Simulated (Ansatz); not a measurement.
`O[SiH2][BH][GeH3]` + `[ZnH2]` → `O[SiH2][BH][ZnH]` + GeH₄  (formal exchange of groups at a B–Ge bond)

Program: Ansatz. Geometries: PBE0-D4/def2-TZVP. ΔE: electronic, gas phase. CCSD(T)/CBS adds triple-zeta CCSD(T) − MP2 to the extrapolated MP2 energy (def2 sets, frozen cores). DFT in def2-TZVPP. B3LYP here is the variant with VWN-RPA as its local correlation; programs differ in this. For Ge, Zn outer-core shells are correlated without core-valence functions, which leaves a few kJ/mol of doubt a bond. Scalar relativity is left out up to krypton. One conformer a species, not always the lowest.

```csv
level,ΔE (kJ/mol),difference from CCSD(T)/CBS
r2SCAN-D4,6.5,2.4
PBE0-D4,5.6,1.5
B3LYP-D4,4.6,0.5
ωB97X-V,3.6,-0.5
ωB97M-V,2.9,-1.2
PBE,3.4,-0.7
r2SCAN,5.8,1.7
HF/def2-TZVPP,1.3,-2.8
SCS-MP2/def2-TZVPP,2.9,-1.2
CCSD(T)/def2-TZVPP,4.4,0.3
HF/def2-QZVPP,0.1,-4.0
MP2/def2-QZVPP,3.3,-0.8
SCS-MP2/def2-QZVPP,2.0,-2.1
HF/CBS(def2),-0.1,-4.2
MP2/CBS(def2),3.6,-0.5
CCSD/CBS(def2),3.7,-0.4
CCSD(T)/CBS,4.1,0
```

Largest T1 diagnostic among the species: 0.016.

The D4 term adds +3.8 kJ/mol with B3LYP and +2.2 kJ/mol with PBE0; it sums over pairs of atoms, weighted by their polarisabilities, and B3LYP, whose exchange is more repulsive, gets the larger term.
